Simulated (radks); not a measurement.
Species: the technetium ion Tc11+. Configuration: [Ar] 3d10 4s2 4p2. Method: Dirac Kohn-Sham, PBEsol, spin-unpolarised, spherical densities, point nucleus; open shells fill j = l - 1/2 first; computed with a radial shooting solver on a logarithmic mesh with Libxc functionals. Some entries of the table are withheld. Estimate them.

| orbital | occ. | eigenvalue (Ry) | r(max) (bohr) | <r^2> (bohr^2) |
|---|---|---|---|---|
| 1s1/2 | 2 | -1548.278 | 0.02229 | 0.001587 |
| 2s1/2 | 2 | -234.4861 | 0.1263 | 0.02632 |
| 2p1/2 | 2 | -217.5474 | 0.09813 | 0.01982 |
| 2p3/2 | 4 | -208.8544 | 0.1020 | 0.02117 |
| 3s1/2 | 2 | -53.45714 | 0.3717 | 0.1956 |
| 3p1/2 | 2 | -46.94217 | 0.3584 | 0.1922 |
| 3p3/2 | 4 | -45.46882 | 0.3677 | 0.2019 |
| 3d3/2 | 4 | -33.95519 | (1) | (2) |
| 3d5/2 | 6 | -33.66884 | (3) | (4) |
| 4s1/2 | 2 | -18.98752 | 0.9022 | 1.028 |
| 4p1/2 | 2 | -16.82748 | 0.9348 | 1.123 |
| 4p3/2 | 0 | -16.51706 | 0.9531 | 1.163 |

Answer. 
(1) 3d3/2 r(max) (bohr): 0.3077
(2) 3d3/2 <r^2> (bohr^2): 0.1835
(3) 3d5/2 r(max) (bohr): 0.3104
(4) 3d5/2 <r^2> (bohr^2): 0.1865
